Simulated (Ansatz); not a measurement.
`C[Se][GeH3]` + H₂ → `C[SeH]` + GeH₄ at 400 K and 1 bar (hydrogenolysis of the Se–Ge bond).

Program: Ansatz. Geometries: PBE0-D4/def2-TZVP. ΔE: electronic, gas phase. CBS: MP2 limit from def2 TZ/QZ plus the TZ coupled-cluster correction, frozen cores. This one scheme is used for every species. For Ge, Se outer-core shells are correlated without core-valence functions, which leaves a few kJ/mol of doubt a bond. Scalar relativity is left out up to krypton.

```tsv
species	CCSD(T)/CBS energy (Eh)	H − E (kJ/mol)	S (J/(mol·K))
`C[Se][GeH3]`	-4518.49012	189.6	369.7
H₂	-1.17544	38.0	139.0
`C[SeH]`	-2441.15625	135.4	284.5
GeH₄	-2078.49493	93.6	231.8
```

H − E and S are ideal-gas, rigid-rotor, harmonic terms from PBE0-D4/def2-TZVP. The MP2-based limit puts H₂ 0.8 mEh under its directly extrapolated value; such offsets cancel only in part. 1 Eh = 2625.50 kJ/mol, R = 8.31446 J/(mol·K).

Task: By hand: ΔE, ΔH, ΔS and ΔG.

Result: ΔE = (-2441.15625) + (-2078.49493) − (-4518.49012) − (-1.17544) = 0.01438 Eh = 37.8 kJ/mol. Δ(H − E) = 135.4 + 93.6 − 189.6 − 38.0 = 1.4, so ΔH = 39.2 kJ/mol. ΔS = 284.5 + 231.8 − 369.7 − 139.0 = 7.6 J/(mol·K). ΔG = 39.2 − 400 × (7.6)/1000 = 36.2 kJ/mol.

Task: By hand: the equilibrium constant, and the temperature at which ΔG would vanish if ΔH and ΔS stayed fixed.

Result: log₁₀ K = −ΔG/(RT ln 10) = -4.7. ΔG = 0 at ΔH/ΔS = 5158 K, far beyond where these terms or the molecules hold.

The number of gas molecules stays the same, so ΔS is small and ΔH decides. A doubt of 5 kJ/mol in ΔE shifts log₁₀ K by 0.7 here. These are equilibria of isolated gas molecules and say nothing of rates. Largest T1 diagnostic: 0.012 (customary marks: 0.02 for closed shells, 0.045 for open ones).
